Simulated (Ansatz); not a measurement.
Sn(F)2 anion (F₂Sn), SMILES [Sn]([F])[F] (connectivity only; charge and spin as stated), charge -1, multiplicity 2.

Geometry optimised at B3LYP-D3(BJ)/def2-SVPD. The spin state was assumed, not searched. The isomer is the one that the SMILES or the coordinates give; other isomers of the formula were not compared. The def2 effective core potentials stand for the cores of Sn; spin–orbit coupling is left out.

Two levels are set side by side: PBE/def2-TZVPD (Ansatz, a program for electronic structure) and CAM-B3LYP/def2-TZVPD (Ansatz). Energy differences of separate SCF runs at the same geometry; the states with an electron removed or added have multiplicity 1. Differences are taken from unrounded values.

```tsv
quantity	CAM-B3LYP	PBE	PBE minus CAM-B3LYP
vertical ionisation energy (eV)	1.45	1.22	-0.22
```
